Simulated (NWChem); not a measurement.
System: C₃H₁₀N cation; SMILES C[NH+](C)C

Program: NWChem. Geometry: optimised at B3LYP/6-31G* (spherical d). Level: M05-2X/def2-SVP with SMD (1 M gas to 1 M solution), gas-phase geometry. Reactions with the solvent are ignored.

Question: Order these by “cavity-dispersion-structure term (kcal/mol)”, lowest first: 1,4-dioxane; n-hexane; ethylene glycol; water.

Answer: n-hexane (-1.5), 1,4-dioxane (0.0), ethylene glycol (2.7), water (4.7)
